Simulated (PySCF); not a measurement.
Fractional electron number in Kr²⁺ (krypton, charge +2)

The 4p beta orbital of [Ar] 3d10 4s2 4p4 is emptied in steps (occupation f), with all orbitals relaxed, ending at [Ar] 3d10 4s2 4p3. Calculation: PySCF 2.14, in aug-cc-pVTZ-DK (7s6p4d2f, 59 functions); the spin-free X2C one-electron Hamiltonian (Gaussian nucleus). The exact energy is a straight line in f; departures are measured from the line between the end points of the same method.

```
  f  UHF (eV)  LDA (eV)  PBE (eV)  PBE0 (eV)  r2SCAN (eV)  LC-wPBE (eV)  BHandHLYP (eV)  wB97X (eV)  r2SCAN0 (eV)  TPSS (eV)
  1     0.000     0.000     0.000      0.000        0.000         0.000           0.000       0.000         0.000      0.000
0.9     0.072    -0.527    -0.509     -0.367       -0.477        -0.103          -0.237      -0.153        -0.344     -0.495
0.7     0.165    -1.231    -1.186     -0.852       -1.100        -0.238          -0.555      -0.365        -0.794     -1.151
0.5     0.193    -1.465    -1.408     -1.010       -1.290        -0.279          -0.664      -0.446        -0.929     -1.362
0.3     0.159    -1.229    -1.178     -0.844       -1.061        -0.230          -0.562      -0.388        -0.762     -1.135
0.1     0.067    -0.526    -0.502     -0.359       -0.441        -0.096          -0.244      -0.174        -0.316     -0.482
  0     0.000     0.000     0.000      0.000        0.000         0.000           0.000       0.000         0.000      0.000
```

```
   method  E(f=0) − E(f=1) (eV)  −ε at f=1 (eV)  −ε at f=0.5 (eV)
      UHF                34.342          35.148            34.326
      LDA                35.832          29.976            35.836
      PBE                35.525          29.861            35.550
     PBE0                35.548          31.469            35.574
   r2SCAN                35.618          30.300            35.733
  LC-wPBE                35.712          34.557            35.735
BHandHLYP                35.558          32.932            35.536
    wB97X                35.684          33.993            35.618
  r2SCAN0                35.606          31.764            35.697
     TPSS                35.570          30.060            35.616
```

Orbital energy along the path (eV):

```
  f      UHF      LDA      PBE     PBE0   r2SCAN  LC-wPBE  BHandHLYP    wB97X  r2SCAN0     TPSS
  1  -35.148  -29.976  -29.861  -31.469  -30.300  -34.557    -32.932  -33.993  -31.764  -30.060
0.9  -34.975  -31.142  -31.000  -32.295  -31.402  -34.798    -33.449  -34.307  -32.564  -31.176
0.7  -34.642  -33.486  -33.280  -33.941  -33.591  -35.274    -34.487  -34.948  -34.150  -33.404
0.5  -34.326  -35.836  -35.550  -35.574  -35.733  -35.735    -35.536  -35.618  -35.697  -35.616
0.3  -34.026  -38.183  -37.796  -37.182  -37.774  -36.175    -36.603  -36.347  -37.165  -37.785
0.1  -33.739  -40.512  -40.002  -38.752  -39.617  -36.577    -37.707  -37.188  -38.477  -39.876
  0  -33.600  -41.663  -41.088  -39.522  -40.443  -36.745    -38.284  -37.656  -39.053  -40.896
```

Reference removal energy between the ground levels: 35.838 ± 0.02 eV (measured; NIST Atomic Spectra Database, ionization energies). The calculation has no spin-orbit coupling. UHF lacks correlation.
